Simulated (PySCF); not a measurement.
Isomers of C6H9ClOSi, mass 160.011 u with the commonest isotopes. Computed with PBE0/pcSseg-1 in PySCF (dipole) on a GFN2-xTB geometry, gas phase. One conformer each, none proved a minimum here; rigid rotors.

Question: Order these by rotational constant A, largest first.
A. `[O:1]=[CH:2][C@@H:3]1[CH:4]=[CH:5][CH2:6][CH2:7][Si@@H:8]1[Cl:9]` with O1–C2–C3–C4 20°, C2–C3–C4–C5 -173°, C4–C5–C6–C7 58°, C5–C6–C7–Si8 -53°, C6–C7–Si8–Cl9 126°
B. `[SiH3:1][O:2][C:3]1=[CH:4][CH2:5][CH2:6]/[C:7]1=[CH:8]\[Cl:9]` with Si1–O2–C3–C4 0°
C. `[CH3:1][C:2]1=[C:3]([CH2:4][SiH2:5][Cl:6])[C:7](=[O:8])[CH2:9]1` with C2–C3–C4–Si5 94°, C3–C4–Si5–Cl6 -58°
D. `[CH3:1][C:2]1=[C:3]([CH:4]=[O:5])[CH2:6][Si@H:7]([Cl:8])[CH2:9]1` with C2–C3–C4–O5 -177°
E. `[CH3:1][C:2](=[O:3])[C@H:4]1[CH:5]=[C:6]1[SiH2:7][CH2:8][Cl:9]` with C1–C2–C4–C5 145°, C5–C6–Si7–C8 110°, C6–Si7–C8–Cl9 -177°
F. `[CH2:1]=[C:2]([Cl:3])[C@@H:4]1[SiH2:5][CH2:6][CH2:7][C:8]1=[O:9]` with C1–C2–C4–Si5 -131°, C2–C4–Si5–C6 -110°, C4–Si5–C6–C7 11°, Si5–C6–C7–C8 -29°, C6–C7–C8–O9 -140°

Answer: E (1917 MHz), B (1873 MHz), D (1814 MHz), C (1581 MHz), F (1497 MHz), A (1401 MHz).

Question: Order these by radius of gyration √(Σ m r²/M), smallest first.
A. `[CH3:1][C:2]1=[C:3]([CH:4]=[O:5])[CH2:6][Si@H:7]([Cl:8])[CH2:9]1` with C2–C3–C4–O5 -177°
B. `[O:1]=[CH:2][C@@H:3]1[CH:4]=[CH:5][CH2:6][CH2:7][Si@@H:8]1[Cl:9]` with O1–C2–C3–C4 20°, C2–C3–C4–C5 -173°, C4–C5–C6–C7 58°, C5–C6–C7–Si8 -53°, C6–C7–Si8–Cl9 126°
C. `[CH2:1]=[C:2]([Cl:3])[C@@H:4]1[SiH2:5][CH2:6][CH2:7][C:8]1=[O:9]` with C1–C2–C4–Si5 -131°, C2–C4–Si5–C6 -110°, C4–Si5–C6–C7 11°, Si5–C6–C7–C8 -29°, C6–C7–C8–O9 -140°
D. `[CH3:1][C:2](=[O:3])[C@H:4]1[CH:5]=[C:6]1[SiH2:7][CH2:8][Cl:9]` with C1–C2–C4–C5 145°, C5–C6–Si7–C8 110°, C6–Si7–C8–Cl9 -177°
E. `[SiH3:1][O:2][C:3]1=[CH:4][CH2:5][CH2:6]/[C:7]1=[CH:8]\[Cl:9]` with Si1–O2–C3–C4 0°
F. `[CH3:1][C:2]1=[C:3]([CH2:4][SiH2:5][Cl:6])[C:7](=[O:8])[CH2:9]1` with C2–C3–C4–Si5 94°, C3–C4–Si5–Cl6 -58°
G. `[CH3:1][C:2]1=[C:3]([CH:4]=[O:5])[C@@H:6]([SiH2:7][Cl:8])[CH2:9]1` with C2–C3–C4–O5 169°, C3–C6–Si7–Cl8 50°

Answer: C (2.073 Å), B (2.137 Å), G (2.201 Å), F (2.303 Å), A (2.394 Å), E (2.544 Å), D (2.582 Å).

Question: Order these by rotational constant B, smallest first.
A. `[O:1]=[CH:2][C@@H:3]1[CH:4]=[CH:5][CH2:6][CH2:7][Si@@H:8]1[Cl:9]` with O1–C2–C3–C4 20°, C2–C3–C4–C5 -173°, C4–C5–C6–C7 58°, C5–C6–C7–Si8 -53°, C6–C7–Si8–Cl9 126°
B. `[CH3:1][C:2]1=[C:3]([CH2:4][SiH2:5][Cl:6])[C:7](=[O:8])[CH2:9]1` with C2–C3–C4–Si5 94°, C3–C4–Si5–Cl6 -58°
C. `[CH2:1]=[C:2]([Cl:3])[C@@H:4]1[SiH2:5][CH2:6][CH2:7][C:8]1=[O:9]` with C1–C2–C4–Si5 -131°, C2–C4–Si5–C6 -110°, C4–Si5–C6–C7 11°, Si5–C6–C7–C8 -29°, C6–C7–C8–O9 -140°
D. `[CH3:1][C:2](=[O:3])[C@H:4]1[CH:5]=[C:6]1[SiH2:7][CH2:8][Cl:9]` with C1–C2–C4–C5 145°, C5–C6–Si7–C8 110°, C6–Si7–C8–Cl9 -177°
E. `[CH3:1][C:2]1=[C:3]([CH:4]=[O:5])[C@@H:6]([SiH2:7][Cl:8])[CH2:9]1` with C2–C3–C4–O5 169°, C3–C6–Si7–Cl8 50°
F. `[CH3:1][C:2]1=[C:3]([CH:4]=[O:5])[CH2:6][Si@H:7]([Cl:8])[CH2:9]1` with C2–C3–C4–O5 -177°
G. `[SiH3:1][O:2][C:3]1=[CH:4][CH2:5][CH2:6]/[C:7]1=[CH:8]\[Cl:9]` with Si1–O2–C3–C4 0°

Answer: D (596.6 MHz), G (655.0 MHz), F (736.4 MHz), B (838.9 MHz), E (955.6 MHz), C (1063 MHz), A (1160 MHz).

```json
{"SMILES": "CC1=C(C=O)C[Si@H](Cl)C1", "point group": "C1", "Ia (u·Å²)": "278.67", "Ib (u·Å²)": "686.32", "Ic (u·Å²)": "868.86", "κ": "-0.75", "μa (D)": "0.32", "μb (D)": "3.83", "μc (D)": "0.84"}
{"SMILES": "CC1=C(C[SiH2]Cl)C(=O)C1", "point group": "C1", "Ia (u·Å²)": "319.74", "Ib (u·Å²)": "602.41", "Ic (u·Å²)": "775.04", "κ": "-0.60", "μa (D)": "0.70", "μb (D)": "2.48", "μc (D)": "1.84"}
{"SMILES": "O=C[C@@H]1C=CCC[Si@@H]1Cl", "point group": "C1", "Ia (u·Å²)": "360.78", "Ib (u·Å²)": "435.58", "Ic (u·Å²)": "665.24", "κ": "0.25", "μa (D)": "3.49", "μb (D)": "0.67", "μc (D)": "2.29"}
{"SMILES": "CC1=C(C=O)[C@@H]([SiH2]Cl)C1", "point group": "C1", "Ia (u·Å²)": "366.53", "Ib (u·Å²)": "528.86", "Ic (u·Å²)": "654.39", "κ": "-0.40", "μa (D)": "2.42", "μb (D)": "2.98", "μc (D)": "1.23"}
{"SMILES": "C=C(Cl)[C@@H]1[SiH2]CCC1=O", "point group": "C1", "Ia (u·Å²)": "337.53", "Ib (u·Å²)": "475.42", "Ic (u·Å²)": "561.99", "κ": "-0.45", "μa (D)": "0.56", "μb (D)": "2.11", "μc (D)": "0.73"}
{"SMILES": "CC(=O)[C@H]1C=C1[SiH2]CCl", "point group": "C1", "Ia (u·Å²)": "263.62", "Ib (u·Å²)": "847.04", "Ic (u·Å²)": "1023.62", "κ": "-0.86", "μa (D)": "3.18", "μb (D)": "1.61", "μc (D)": "1.59"}
{"SMILES": "[SiH3]OC1=CCC/C1=C\\Cl", "point group": "Cs", "Ia (u·Å²)": "269.78", "Ib (u·Å²)": "771.61", "Ic (u·Å²)": "1029.44", "κ": "-0.76", "μa (D)": "2.25", "μb (D)": "1.28", "μc (D)": "0.00"}
```
